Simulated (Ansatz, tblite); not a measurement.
Removing an electron: the cluster K₂Se⁻ (the lowest doublet isomer of a short search). Total charge -1; doublet. Geometry: r2SCAN-D4/def2-TZVPD. Ansatz, gas phase; energy differences of separate SCF runs; the oxidised species is a singlet (the triplet lies 1.23 eV higher at PBE0-D4/def2-TZVPD).

```xyz
3

K    -2.1421   -0.8543    0.5352
K     2.0965    0.8394    0.7105
Se    0.0456    0.0149   -1.2457
```

The xTB rows come from tblite. The structure comes from a short search, and lower isomers may exist.

```json
{"level": "GFN1-xTB", "−HOMO (eV)": "–", "vertical IE (eV)": "6.35", "−LUMO (eV)": "–", "HOMO–LUMO gap (eV)": "–", "remarks": "–"}
{"level": "GFN2-xTB", "−HOMO (eV)": "–", "vertical IE (eV)": "5.57", "−LUMO (eV)": "–", "HOMO–LUMO gap (eV)": "–", "remarks": "–"}
{"level": "r2SCAN-D4/def2-TZVPD", "−HOMO (eV)": "-0.56", "vertical IE (eV)": "0.50", "−LUMO (eV)": "-0.77", "HOMO–LUMO gap (eV)": "0.21", "remarks": "HOMO above zero (-1 doublet)"}
```

Problem. Estimate the rows for PBE-D4/def2-TZVPD, PBE0-D4/def2-TZVPD.

Solution. 
```
             level  −HOMO (eV)  vertical IE (eV)  −LUMO (eV)  HOMO–LUMO gap (eV)                       remarks
 PBE-D4/def2-TZVPD       -0.58              0.56       -0.76                0.19  HOMO above zero (-1 doublet)
PBE0-D4/def2-TZVPD       -0.29              0.51       -0.99                0.70  HOMO above zero (-1 doublet)
```

Run but left out: HF/def2-TZVPPD, MP2/def2-TZVPPD, CCSD/def2-TZVPPD, CCSD(T)/def2-TZVPPD (flagged by the program: other roots).  A HOMO above zero means that the electron is unbound at that level or that self-interaction error raises the level; the energy of removing that electron tells which. HOMO and LUMO are the levels of the spin that leaves or enters (xTB has no such levels and no spin-polarisation term). Other spin states of the ions may lie lower, which would lower the ionisation energy or raise the affinity. Raw xTB energy differences between charge states are shifted by several eV; the methods need an empirical correction for them.
